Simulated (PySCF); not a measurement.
**Telling isomers of C$_{8}$H$_{7}$N$_{3}$Si apart by NMR**

One computed conformer, isolated molecule, equivalent nuclei averaged, no relativistic terms. Shielding tensors at PBE0/pcSseg-1 (GIAO); coordinates at the GFN2-xTB level; PySCF 2.14.0 with density-fitted response routines.

Chemical shifts δ = σref − σ; $^{1}$H, $^{13}$C against TMS, all at this level. Where no couplings were computed, multiplicities follow the n + 1 count of equivalent neighbours, and m marks all less simple cases (inequivalent or close neighbours, rings, F or P nearby). Shifts are as computed. Against solution values, carbons near 30 ppm lie about +3 ppm off and those near 130 ppm about +5 ppm. Of 1211 compounds with measured shifts, 218 miss one by over three times the rms of a fit or turn the order of signals round; such compounds aren't used in these exercises. OH and NH positions are gas-phase values without hydrogen bonding to other molecules.

(1) Tabulate the signals of `C#Cc1ccc2[nH]nnc2c1[SiH3]`, `C#Cc1ccc([SiH3])c2[nH]nnc12` and their relative energies.

(2) What is the quickest way to tell C#Cc1ccc2[nH]nnc2c1[SiH3] from C#Cc1ccc([SiH3])c2[nH]nnc12?

## Answers

(1) 
```json
{"SMILES": "C#Cc1ccc2[nH]nnc2c1[SiH3]", "carbon types": "5×C 3×CH", "δC": "153.6, 138.1, 137.7, 135.8, 128.7, 113.9, 91.1, 88.9", "δH": "11.22 (br s, 1H), 8.08 (d, 1H), 7.82 (d, 1H), 5.05 (s, 3H), 3.14 (s, 1H)", "E rel. (kcal/mol)": "0.0"}
{"SMILES": "C#Cc1ccc([SiH3])c2[nH]nnc12", "carbon types": "5×C 3×CH", "δC": "149.3, 145.1, 139.8, 133.6, 121.7, 112.3, 97.3, 84.9", "δH": "11.45 (br s, 1H), 7.93 (m, 1H), 7.85 (m, 1H), 4.77 (s, 3H), 3.44 (s, 1H)", "E rel. (kcal/mol)": "0.6"}
```

Energies are electronic energies at PBE0/pcSseg-1 on these geometries, without zero-point or thermal terms, each for the one conformer computed, which needn't be the lowest.

(2) Both give the same number of carbon signals, with the same numbers of each carbon type, so the positions decide. The first has an aromatic CH at 113.9 ppm, the second a substituted aromatic carbon (C) at 112.3 ppm. Their most deshielded carbons lie at 153.6 and 149.3 ppm.
